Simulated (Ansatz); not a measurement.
**triplet S: levels of theory in one basis**

A single S atom.

Basis set: cc-pVDZ (spherical functions). Correlated methods keep 5 orbitals frozen. Correlation on ROHF uses semicanonical orbitals with singles. Charge 0, multiplicity 3.

Computed with Ansatz (development build ahead of 0.2.0); each method stands on the lowest determinant of its kind that the runs found.

```csv
method,E − E(ROHF) (eV),<S²> of the determinant
ROHF,0.00,2.00
UHF,-0.11,2.01
ROHF-MP2,-2.41,–
UHF-MP2,-2.39,2.01
ROHF-CCSD,-2.90,–
UHF-CCSD,-2.90,2.01
ROHF-CCSD(T),-2.93,–
UHF-CCSD(T),-2.93,2.01
ROHF-CCSDT,-2.94,–
UHF-CCSDT(Q),-2.94,2.01
```

**Question.** Is a single determinant a sound starting point here?

**Answer.** By this sign, yes. Unrestricted orbitals gain 0.11 eV and <S²> is 2.01 against 2.00 for a pure state.
